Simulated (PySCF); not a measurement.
C3H4F2O.

```xyz
10

C      1.7207     0.1838    -0.1252
C      0.4357     0.2152     0.6578
O      0.3413     0.4890     1.8292
C     -0.8333    -0.1363    -0.1395
F     -0.9633     0.7302    -1.1783
F     -0.7053    -1.3875    -0.6541
H      2.5644     0.4399     0.5273
H      1.8601    -0.8178    -0.5622
H      1.6546     0.8923    -0.9663
H     -1.7297    -0.0872     0.5004
```
Charge 0, spin multiplicity 1.

Coordinates come from a B3LYP-D3(BJ)/def2-SVP optimisation. The values are those of a single conformer.

Level of theory: PySCF with PBE/pcSseg-1. Non-relativistic, no solvent.

**Question.** Give the absolute GIAO shielding of each atom: isotropic value and principal components (ppm). (The exact figures need the calculation; the answer reports its results.)

**Answer.** 
```csv
atom,σ(iso),σ11,σ22,σ33,span
C1,156.2,137.7,145.5,185.4,47.7
C2,-24.8,-112.7,-45.1,83.3,196.1
O3,-357.4,-960.0,-430.7,318.4,1278.4
C4,58.6,41.0,53.5,81.4,40.4
F5,290.2,196.5,327.0,347.1,150.7
F6,290.1,196.2,327.0,347.2,151.0
H7,29.5,26.6,27.6,34.2,7.5
H8,28.5,24.7,29.0,31.8,7.1
H9,28.5,24.7,28.9,31.9,7.2
H10,25.7,22.9,25.1,29.2,6.3
```
